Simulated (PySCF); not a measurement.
Structure problem from calculated spectra and properties.

Formula: C5H14P2S.

* Valence photoelectron: vertical ionisation energy: 8.01 eV [ΔSCF CAM-B3LYP/def2-SVPD]
* UV, first state: lowest singlet excitation: 5.05 eV (245 nm, f = 0.106) [TDDFT CAM-B3LYP/def2-SVPD]
* 1H NMR: chemical shifts (computed TMS as zero) by class: 3.15 (2 H), 1.47 (3 H), 1.13 (9 H) ppm [GIAO PBE0/pcSseg-1]
* Dipole: 4.07 D [CAM-B3LYP/def2-SVPD]
* Rotational structure: rotational constants A, B, C: 1.252, 1.100, 0.875 GHz [PBE0-D3(BJ)/def2-SVP]
* Polarisability: 135.4 au [CAM-B3LYP/def2-SVPD]
* Triplet: lowest triplet excitation (Tamm–Dancoff): 4.21 eV [TDA CAM-B3LYP/def2-SVPD]
* NMR, other nuclei: isotropic shieldings of nuclei other than C and H, by class: 270 (1 P), 432 (1 P), 647 (1 S) ppm [GIAO PBE0/pcSseg-1]
* 13C NMR: chemical shifts (computed TMS as zero) by class: 38.2 (1 C), 25.3 (3 C), 20.4 (1 C) ppm [GIAO PBE0/pcSseg-1]

Electronic properties: PySCF, gas phase, density fitting. Levels stand in brackets. One conformer (not necessarily the lowest) at the PBE0-D3(BJ)/def2-SVP geometry, without solvent, vibrations or thermal averaging. NMR values are class means; diastereotopic atoms form classes of their own.

Question: What is the compound? Reason from the data.

Answer: Numbering: `[CH3:1][C:2]([CH3:3])([CH3:4])[P@:5]([CH3:6])([PH2:7])=[S:8]`. 5 carbons fall into 3 classes; from least to most shielded: sp3 carbon bound to phosphorus [C2] (38.2 ppm), methyl carbon [C1/C3/C4] (25.3 ppm, 3 C, up to 2.6 ppm apart in this geometry), sp3 carbon bound to phosphorus [C6] (20.4 ppm). Hydrogen classes from least to most shielded: 2 H on a three-coordinate phosphorus, P7 (3.15 ppm), 3 H on an sp3 carbon bound to phosphorus, C6 (1.47 ppm), 9 H on 3 methyl carbons, C1/C3/C4 (1.13 ppm, a mean of values up to 1.5 ppm apart in this geometry). The other shieldings belong to: 270 ppm, phosphorus bonded to 2 C, P and S [P5]; 432 ppm, three-coordinate phosphorus [P7]; 647 ppm, sulfur bonded to P [S8]. The first electron is taken from the HOMO, whose largest Löwdin shares are 0.66 on the sulfur bonded to P, 0.16 on the three-coordinate phosphorus and 0.11 on the phosphorus bonded to 2 C, P and S. The optimised geometry has point group C1 and is an asymmetric top. Structure: `CC(C)(C)[P@](C)(P)=S`. Computed isomers that give other values at the same levels: `CCC[P@@](P)(=S)CC` (rotational constant A: 1.164 GHz; this holds for the one conformer computed). The assignments are read from this structure; whether some other isomer fits the data as well wasn't checked. The mirror image fits equally.

Conformer computed: `[CH3:1][C:2]([CH3:3])([CH3:4])[P@:5]([CH3:6])([PH2:7])=[S:8]`: C1–C2–P5–C6 168°, H–P7–P5–C2 176°, H–P7–P5–C2 -91°.
